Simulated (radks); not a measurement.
Task: Radial electron density D(r) = 4 pi r^2 rho(r) of an atom or ion with 48 electrons. Calculated with a radial shooting solver on a logarithmic mesh with Libxc functionals: scalar-relativistic Kohn-Sham, PBE, spin-polarised, spherical densities, point nucleus.

```
   r/bohr * D(r) (the largest magnitude, 76.7, reaches the edge; | marks zero)
 0.002528 |    *
 0.003372 |      *
 0.004533 |           *
 0.006046 |                *
 0.008128 |                        *
  0.01084 |                                *
  0.01458 |                                       *
  0.01944 |                                           *
  0.02614 |                                          *
  0.03486 |                                      *
  0.04687 |                                      *
  0.06301 |                                             *
  0.08405 |                                                      *
    0.113 |                                                    *
   0.1507 |                                        *
   0.2026 |                                      *
   0.2703 |                                            *
   0.3634 |                                    *
   0.4846 |                 *
   0.6516 |            *
    0.869 |             *
    1.168 |        *
    1.558 |   *
    2.095 | *
    2.817 |*
    3.757 |*
    5.051 *
    6.737 *
    9.058 *
```

What is the nuclear charge?

Result: Z = 48. The innermost maximum, from 1s, lies near gamma/Z bohr with gamma = sqrt(1 - (Z/c)^2) = 0.937, here 0.0195 bohr (found: 0.0214), and its height grows with Z. The density is that of neutral cadmium in [Kr] 4d8 5s1 5p3; the configuration itself is not fixed sharply by these data, and Z only to a few units. D(r) has 4 maxima, at r = 0.0214, 0.0940, 0.279, 0.822 bohr, and minima at 0.0419, 0.183, 0.621 bohr, inside which lie 2.00, 11.15, 29.04 electrons.
